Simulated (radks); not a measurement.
Species: Ce I. Configuration: [Xe] 4f1 5d2 7p1 (not the ground configuration). Method: Dirac Kohn-Sham, PBE, spin-unpolarised, spherical densities, point nucleus; open shells are shared between the two j in proportion to 2j + 1; computed with a radial shooting solver on a logarithmic mesh with Libxc functionals.

X-ray form factor f0, the Fourier transform of the density (f0(0) = 58):

| sin(theta)/lambda (1/angstrom) | f0 (electrons) |
|---|---|
| 0.05 | 55.887 |
| 0.1 | 53.298 |
| 0.15 | 49.833 |
| 0.2 | 46.302 |
| 0.25 | 42.990 |
| 0.3 | 40.023 |
| 0.4 | 35.111 |
| 0.5 | 31.170 |
| 0.6 | 27.816 |
| 0.8 | 22.481 |
| 1 | 18.883 |
| 1.25 | 15.990 |
| 1.5 | 13.766 |
| 2 | 9.868 |
